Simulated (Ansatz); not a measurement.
Molecular dynamics of Zr12H

Input:

```yaml
crystal:
  lattice:
    - [6.46, 0.0, 0.0]
    - [-4.845, 8.391786, 0.0]
    - [0.0, 0.0, 5.14539]
  atoms:
    - { symbol: Zr, position: [0.00260752, 0.00334919, 0.00054877] }
    - { symbol: Zr, position: [0.16823573, 0.2234949, 0.50005261] }
    - { symbol: Zr, position: [0.00107754, 0.3339866, -0.00249258] }
    - { symbol: Zr, position: [0.1660942, 0.55448362, 0.49830961] }
    - { symbol: Zr, position: [0.00340122, 0.664425, 0.00036934] }
    - { symbol: Zr, position: [0.17306725, 0.89134793, 0.50169711] }
    - { symbol: Zr, position: [0.50138673, 0.00182939, 0.0009921] }
    - { symbol: Zr, position: [0.66620618, 0.22209879, 0.50185374] }
    - { symbol: Zr, position: [0.49895799, 0.33248447, -0.00049877] }
    - { symbol: Zr, position: [0.66356168, 0.55136495, 0.49999145] }
    - { symbol: Zr, position: [0.49389426, 0.66473194, -0.00248785] }
    - { symbol: Zr, position: [0.66371641, 0.89176098, 0.49911901] }
    - { symbol: H, position: [0.83749488, 0.78143476, 0.24614165] }
basis:
  ecutwfc: 420.0
kpoints:
  mp_grid: { grid: [3, 2, 3] }
hamiltonian:
  xc: pbe
scf:
  occupations: { method: fermi_dirac, width: 0.1 }
  lower_state_search: "off"
md:
  timestep: 0.5
  n_steps: 180
  ensemble: nvt_langevin
  temperature: 1200.0
  initial_velocities: maxwell_boltzmann
  seed: 975102
  friction: 0.02
```

Command:

```bash
$ ansatz run input.yaml --threads 2 --pin off --max-ram 5120MiB --backend cpu --events-out ev --progress --plain --runs-dir out
```

It starts from a relaxed structure.

Output, in part (step lines):

```
md step     0: t =     0.00 fs  T =  1107.7 K  F+E_penalty+E_count = -50222.30733116 eV  E_kin = 1.861344 eV  (8 SCF iters)
md step     1: t =     0.50 fs  T =  1013.8 K  F+E_penalty+E_count = -50222.30742377 eV  E_kin = 1.703615 eV  (7 SCF iters)
md step     2: t =     1.00 fs  T =   990.8 K  F+E_penalty+E_count = -50222.30656735 eV  E_kin = 1.664962 eV  (6 SCF iters)
md step     3: t =     1.50 fs  T =  1024.2 K  F+E_penalty+E_count = -50222.30463909 eV  E_kin = 1.721052 eV  (6 SCF iters)
md step     4: t =     2.00 fs  T =  1018.2 K  F+E_penalty+E_count = -50222.30153540 eV  E_kin = 1.710946 eV  (6 SCF iters)
md step     5: t =     2.50 fs  T =  1007.2 K  F+E_penalty+E_count = -50222.29723490 eV  E_kin = 1.692434 eV  (4 SCF iters)
md step     6: t =     3.00 fs  T =  1002.3 K  F+E_penalty+E_count = -50222.29159912 eV  E_kin = 1.684312 eV  (5 SCF iters)
md step     7: t =     3.50 fs  T =   978.4 K  F+E_penalty+E_count = -50222.28524662 eV  E_kin = 1.644020 eV  (5 SCF iters)
[... lines left out ...]
md step   178: t =    89.00 fs  T =  1105.4 K  F+E_penalty+E_count = -50220.38307644 eV  E_kin = 1.857540 eV  (4 SCF iters)
md step   179: t =    89.50 fs  T =  1213.4 K  F+E_penalty+E_count = -50220.39152017 eV  E_kin = 2.039031 eV  (4 SCF iters)
md step   180: t =    90.00 fs  T =  1169.6 K  F+E_penalty+E_count = -50220.39687315 eV  E_kin = 1.965444 eV  (6 SCF iters)
```

The steps, from the saved trajectory:

| time (fs) | T (K) | potential energy less start (eV) |
| --- | --- | --- |
| 0 | 1108 | 0.000 |
| 3 | 1002 | 0.016 |
| 6 | 878 | 0.067 |
| 9 | 845 | 0.125 |
| 12 | 869 | 0.183 |
| 15 | 798 | 0.239 |
| 18 | 926 | 0.271 |
| 21 | 884 | 0.260 |
| 24 | 978 | 0.313 |
| 27 | 849 | 0.497 |
| 30 | 748 | 0.653 |
| 33 | 814 | 0.654 |
| 36 | 886 | 0.617 |
| 39 | 1091 | 0.695 |
| 42 | 1107 | 0.834 |
| 45 | 1130 | 0.980 |
| 48 | 1181 | 1.007 |
| 51 | 1201 | 1.025 |
| 54 | 1253 | 1.159 |
| 57 | 1029 | 1.440 |
| 60 | 1018 | 1.536 |
| 63 | 826 | 1.424 |
| 66 | 1047 | 1.421 |
| 69 | 866 | 1.593 |
| 72 | 877 | 1.729 |
| 75 | 877 | 1.730 |
| 78 | 989 | 1.683 |
| 81 | 1002 | 1.735 |
| 84 | 1213 | 1.902 |
| 87 | 1108 | 1.968 |
| 90 | 1170 | 1.910 |

The run went to its last step. The mean temperature of the second half is 13 % below the set value. A run of 0.09 ps of so small a system gives no equilibrium averages. Limits of this set-up: coarse k mesh, odd electron count without spin, a small cell, in which the defect meets its images.

Mean squared displacements from the first frame to the last, about the centre of mass: Zr 0.10 Å², H 0.10 Å².

Last frame:

```xyz
13
Lattice="6.4600 0.0000 0.0000 -4.8450 8.3918 0.0000 0.0000 0.0000 5.1454" Properties=species:S:1:pos:R:3
Zr 0.086 -0.259 0.062
Zr -0.130 2.162 2.750
Zr -1.643 2.843 0.132
Zr -1.698 4.743 2.575
Zr -3.080 5.661 0.271
Zr -3.162 7.973 2.618
Zr 3.402 -0.061 0.152
Zr 3.158 2.121 2.629
Zr 1.868 2.661 -0.309
Zr 1.401 4.992 2.733
Zr -0.084 5.298 -0.333
Zr -0.117 7.562 2.665
H 1.635 6.796 1.579
```

Run time: 17 min on 2 threads of Intel(R) Xeon(R) Platinum 8375C CPU @ 2.90GHz (Ice Lake), with other jobs on the host, peak memory 0.88 GiB.
